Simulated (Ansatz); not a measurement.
Input file for Ansatz (a program for electronic structure): R-r2SCAN/def2-TZVPPD on HBr (SMILES Br) with ghost functions, monomers drawn apart or pushed together. Files ending in .json are basis or fitting sets from the Basis Set Exchange.

Ansatz 0.2 input:
```yaml
crystal:
  periodic: [false, false, false]
  atoms:
    - {symbol: Br, position_ang: [-0.49929743, 0.26644676, -0.20399063]}
    - {symbol: H, position_ang: [0.26136496, -0.57131658, 0.66736226]}
basis:
  gaussian:
    orbitals: def2-TZVPPD.json
    ghost_atoms:
      - {symbol: Si, position_ang: [0.87319835, -1.08484280, 4.51479329]}
      - {symbol: Si, position_ang: [-0.65541794, 0.69143885, 4.61377059]}
      - {symbol: H, position_ang: [2.16779577, -0.70218176, 5.12756575]}
      - {symbol: H, position_ang: [1.14271335, -1.47673908, 3.10443935]}
      - {symbol: H, position_ang: [0.34204873, -2.27792702, 5.21649931]}
      - {symbol: H, position_ang: [-0.88794311, 1.04164831, 6.03651455]}
      - {symbol: H, position_ang: [-1.94281076, 0.29608347, 3.99803536]}
      - {symbol: H, position_ang: [-0.11358777, 1.87523294, 3.90823416]}
hamiltonian:
  xc: {name: r2SCAN}
scf: {lower_state_search: off}
```

The head of its log:

```
Functional definition: r2SCAN
[...]
these checks for a lower state are left out or cut short: stability, starts, cluster_reference, orbital_swaps, neighbouring_geometries, increment
integrals: 0.26 GiB planned
1395 factors; their error is unknown
mean field: 1.44 GiB planned
mean field evaluation 1: about -70062.1743 eV, gradient 7.7e0 eV
mean field evaluation 2: about -70062.2506 eV, gradient 4.7e0 eV
```

Problem. Give the final energy of this run.

Solution. -2574.7421 hartree.
